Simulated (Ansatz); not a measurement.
MnI2. Charge 0, multiplicity 2. Geometry B3LYP-D4/def2-TZVP; atoms count from 1.

| atom | x (Å) | y (Å) | z (Å) |
| --- | --- | --- | --- |
| Mn1 | 0.006 | 0.004 | 0.001 |
| I2 | 1.413 | -2.039 | -0.356 |
| I3 | -1.419 | 2.035 | 0.355 |

In the def2 sets I takes a core potential; there is no spin–orbit coupling. The charge 0 doublet is spin-contaminated (final ⟨S²⟩ up to 2.73, 0.75 for a pure state). At PBE0-D4/def2-TZVP a sextet of charge 0 lies 2.82 eV below the doublet, each at its own geometry.

(1) Estimate the Mulliken populations from the PBE0/def2-TZVP orbitals of Ansatz.

(2) Where does the spin sit?

(3) And the Mayer bond orders between heavy atoms (over 0.3)?

Answers

(1) 
```tsv
atom	charge (e)	spin (α − β)	d electrons
Mn1	0.55	1.23	5.47
I2	-0.27	-0.11	–
I3	-0.27	-0.11	–
```
Mulliken values depend strongly on the basis.

(2) Summed by element: Mn 1.23, I -0.23, of 1 unpaired in all. Largest on single atoms: Mn1 1.23, I2 -0.11, I3 -0.11.

(3) Mn1–I2 1.18 (2.51 Å); Mn1–I3 1.18 (2.51 Å).
